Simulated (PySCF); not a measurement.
A geometry optimisation on `BN1[SiH2]N[SiH2]1`.

Method: PBE0-D3(BJ)/def2-SVP geometry optimisation, gas phase (PySCF 2.14.0). Start geometry: GFN2-xTB. A driver script takes a list of jobs; this job's settings line and coordinates (Å) are shown.

Input:
```
{"job": {"xc": "PBE0", "basis": "def2-SVP", "d3": "d3bj", "grid": 1, "kind": "geom"}, "charge": 0, "multiplicity": 1}
B     -1.495826    -0.829174     1.048959
N     -0.460149    -0.257225     0.321622
Si    -0.322186     1.280994    -0.532387
N      1.279593     0.709181    -0.903060
Si     1.168956    -0.813482    -0.066397
H     -1.344340    -1.888098     1.535150
H     -2.508941    -0.245251     1.166068
H     -1.210489     1.383022    -1.686282
H     -0.359488     2.439896     0.354507
H      2.027940     1.125010    -1.426781
H      2.035427    -0.923164     1.103117
H      1.190702    -1.982396    -0.940543
```

Output:
```
step   0  E = -716.95237862  max force = 0.023240
step   1  E = -716.95870442  max force = 0.008308
step   2  E = -716.95919342  max force = 0.003074
step   3  E = -716.95929040  max force = 0.000986
step   4  E = -716.95930327  max force = 0.000981
step   5  E = -716.95931185  max force = 0.000293
optimisation converged
```

Energies in Eh; «max force» is the largest Cartesian gradient component in Eh/bohr.

Problem. Give the first gradient maximum in eV/Å.

Solution. With 1 Eh/bohr = 51.422 eV/Å, 1.195 eV/Å.

In short: final energy -716.95931 Eh after 5 steps; dipole 2.66 D.

Problem. Give the final coordinates.

Solution. 0.054 Å rms from the input after alignment:
```
atom  x, y, z in Å
B1    -1.1270   -0.7625    0.9699
N2    -0.0844   -0.1838    0.2326
Si3    0.0986    1.3509   -0.6443
N4     1.7080    0.8099   -1.0478
Si5    1.5602   -0.7050   -0.1935
H6    -0.9804   -1.8578    1.4728
H7    -2.1769   -0.1675    1.1041
H8    -0.8420    1.5176   -1.7925
H9     0.0080    2.5669    0.2180
H10    2.4578    1.2259   -1.5807
H11    2.4666   -0.8883    0.9793
H12    1.6193   -1.9404   -1.0306
```

Problem. Estimate the wall time. Hardware: an x86-64 server with one thread, no GPU, shared host.

Solution. About 21 s.
Labels such as C1 count atoms from 1, the log's own numbers from 0.
